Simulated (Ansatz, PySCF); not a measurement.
C2H9NSi2 (SMILES CN(C)[Si][SiH3]), singlet, geometry from GFN2-xTB. Base run: CASSCF(6,4)/STO-3G (PySCF).

Here is a job for PySCF.
```python
from pyscf import gto, scf, mcscf
import numpy

mol = gto.M(
    atom='''
Si    0.75647005    0.49251163    0.47858185
N     0.33205692   -1.09060619   -0.04607314
C     1.23084019   -2.18968198    0.19240963
C    -0.86100279   -1.51982119   -0.73274063
H     0.74915489   -2.95920459    0.80586803
H     1.53595186   -2.65383393   -0.75204092
H     2.11718466   -1.83230464    0.71009437
H    -0.60659770   -1.96962354   -1.69973293
H    -1.39319625   -2.27491720   -0.14221686
H    -1.52722117   -0.67840326   -0.90427457
Si   -0.88751545    1.98497574   -0.05914408
H    -1.21085663    2.62391236    1.23187940
H    -2.20021909    1.92408532   -0.73403936
H    -0.17298791    3.02672868   -0.82316788
''',
    basis='sto-3g',
    verbose=4,
)

mf = scf.RHF(mol)
mf.kernel()
mc = mcscf.CASSCF(mf, 4, 6)
mc.fix_spin_(ss=0.0)
mc.kernel()
occ = numpy.linalg.eigvalsh(mc.fcisolver.make_rdm1(mc.ci, mc.ncas, mc.nelecas))[::-1]
ss = mc.fcisolver.spin_square(mc.ci, mc.ncas, mc.nelecas)[0]
print('natural occupations', occ.round(4), ' <S^2>', round(ss, 4))
```

Programs used: Ansatz (a first-principles code), PySCF; a row that names a program was run with it.

Each row names what was changed in the base input (with any setting that the change needs).

```
change                                            ΔE vs base (kcal/mol)                      natural occupations  <S^2> of the state
------------------------------------------------  ---------------------  ---------------------------------------  ------------------
base                                                              0.000                      2.00 1.99 1.97 0.04                0.00
active space = 4 electrons, 5 orbitals                           -11.19                 1.97 1.96 0.04 0.02 0.00                0.00
correction = SC-NEVPT2                                           -141.7                      2.00 1.99 1.97 0.04                0.00
active space = 8 electrons, 8 orbitals                           -23.84  1.99 1.98 1.97 1.96 0.04 0.03 0.02 0.01                0.00
active space = 6 electrons, 5 orbitals                            -8.48                 1.99 1.98 1.96 0.04 0.03                0.00
fix_spin_ = off                                                   0.000                      2.00 1.99 1.97 0.04                0.00
orbitals = fixed (CASCI)                                           4.82                      2.00 1.99 1.98 0.03                0.00
code = ansatz                                                     0.014                                        -                   -
solver = newton                                                   0.000                      2.00 1.99 1.97 0.04                0.00
orbitals = fixed (CASCI); correction = SC-NEVPT2                 -140.0                      2.00 1.99 1.98 0.03                0.00
start = MP2 natural orbitals                                      0.000                      2.00 1.99 1.97 0.04                0.00
```

Active orbitals are taken around the Fermi level unless the row says otherwise; CASSCF can end in different local minima, and two programs can end on different orbitals. State-averaged rows give the lowest state.
